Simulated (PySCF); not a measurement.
Species: C6H6F4.
Geometry (PBE0-D3(BJ)/def2-SVP, Å), atoms numbered from 1 in this order:
```xyz
16
C6H6F4 angstrom
F      2.5838    0.4597   -0.3273
C      1.7781   -0.3202    0.3984
F      2.0336   -0.0814    1.6878
F      2.1098   -1.5902    0.1478
C      0.3439   -0.0618    0.0763
C     -0.4010    1.2816    0.2356
C     -1.4035    0.2527   -0.3110
F     -2.6937    0.4830   -0.5960
C     -0.8748   -0.7659    0.7105
C     -0.3306   -0.2250   -1.3029
H     -0.5569    1.6307    1.2663
H     -0.0951    2.0891   -0.4449
H     -1.0618   -0.5495    1.7720
H     -1.0020   -1.8297    0.4641
H     -0.4231   -1.2538   -1.6791
H     -0.0202    0.4861   -2.0819
```

All values: PBE0/pcSseg-1 and PBE0/def2-SVPD (PySCF, non-relativistic), on one gas-phase PBE0-D3(BJ)/def2-SVP geometry that isn't relaxed in the solvent. The solvent is an IEF-PCM continuum (cavity from Bondi-type radii × 1.2). The model holds no explicit solvent molecules, cavitation or dispersion.

Gas phase at PBE0/pcSseg-1: HOMO -9.43 eV, LUMO 1.46 eV, dipole 0.70 D.

Problem. What does the continuum do to the energy, the frontier levels and the dipole at PBE0/pcSseg-1 in benzene and chloroform?

Solution. 
```json
{"solvent": "benzene", "ε": "2.271", "E(solvent) − E(gas) (kcal/mol)": "-1.65", "polarisation term (kcal/mol)": "-1.72", "distortion of the solute (kcal/mol)": "0.07", "HOMO (eV)": "-9.29", "LUMO (eV)": "1.70", "dipole (D)": "0.73"}
{"solvent": "chloroform", "ε": "4.711", "E(solvent) − E(gas) (kcal/mol)": "-2.54", "polarisation term (kcal/mol)": "-2.71", "distortion of the solute (kcal/mol)": "0.17", "HOMO (eV)": "-9.23", "LUMO (eV)": "1.82", "dipole (D)": "0.74"}
```

The polarisation term is half the interaction of the solute with the surface charges that it induces; the rest is the cost of distorting the solute's density. The sum is the electrostatic part of solvation alone. From benzene to chloroform the lowering changes by a factor 1.54, Onsager's factor (ε − 1)/(2ε + 1) by 1.55 and ε itself by 2.1.

Problem. Give the dipole vector in the frame of the coordinates (D, pointing from negative to positive charge), gas and chloroform.

Solution. Gas (-0.67, 0.13, -0.16), solvent (-0.71, 0.13, -0.17). Its length changes by +6 % and its direction by less than 1°.

Problem. Which Hirshfeld charges (PBE0/pcSseg-1) respond most in benzene (means over atoms taken as equivalent)?

Solution. 
```tsv
atoms	environment	gas (e)	solvent (e)	change
F8	alkyl fluorine	-0.106	-0.113	-0.007
F1/F3/F4	fluorine of a CF3 group	-0.093	-0.096	-0.003
H11 (×6)	methylene hydrogen	+0.045	+0.048	+0.003
C7	sp3 C–F carbon	+0.103	+0.102	-0.001
C6/C9/C10	four-membered-ring carbon	-0.077	-0.076	+0.001
C5	sp3 carbon at a ring junction	-0.015	-0.016	-0.001
C2	CF3 carbon	+0.257	+0.257	0.000
```

Problem. Which Mayer bond orders change most in benzene?

Solution. 
| bond | length (Å) | gas | solvent | change |
| --- | --- | --- | --- | --- |
| C7–F8 | 1.341 | 0.988 | 0.977 | -0.011 |
| C6–C7 | 1.537 | 0.930 | 0.933 | +0.003 |
| C7–C10 | 1.537 | 0.930 | 0.933 | +0.003 |
| F1–C2 | 1.336 | 0.998 | 0.996 | -0.002 |
| C7–C9 | 1.536 | 0.931 | 0.933 | +0.002 |
| C2–F3 | 1.336 | 0.997 | 0.996 | -0.001 |
| C2–F4 | 1.336 | 0.997 | 0.996 | -0.001 |
| C2–C5 | 1.492 | 0.957 | 0.958 | +0.001 |

Gas phase at PBE0/def2-SVPD: HOMO -9.52 eV, LUMO 0.57 eV, dipole 0.66 D.

Problem. What does the continuum do to the energy, the frontier levels and the dipole at PBE0/def2-SVPD in benzene?

Solution. 
```json
{"solvent": "benzene", "ε": "2.271", "E(solvent) − E(gas) (kcal/mol)": "-1.75", "polarisation term (kcal/mol)": "-1.84", "distortion of the solute (kcal/mol)": "0.09", "HOMO (eV)": "-9.37", "LUMO (eV)": "0.71", "dipole (D)": "0.70"}
```

Problem. How does the static polarisability (PBE0/def2-SVPD, frozen core, with the continuum's full static response) change?

Solution. 
```json
{"medium": "gas", "isotropic (au)": "67.8", "principal values (au)": "66.5, 66.5, 70.4", "⟨r²⟩ of the electrons (bohr²)": "1358.4"}
{"medium": "benzene", "isotropic (au)": "76.3", "principal values (au)": "75.5, 75.5, 77.9", "⟨r²⟩ of the electrons (bohr²)": "1358.8"}
```

The isotropic value in benzene is 1.13 times the gas-phase one; no cavity-field correction is applied. ⟨r²⟩ is taken about the centre of nuclear charge.

Time: 25 s of wall time; peak memory 1.1 GiB. Hardware: an Arm Neoverse V2 with one thread, no GPU, on a shared host. This is the whole shielding run at PBE0/pcSseg-1 in chloroform, SCF included.
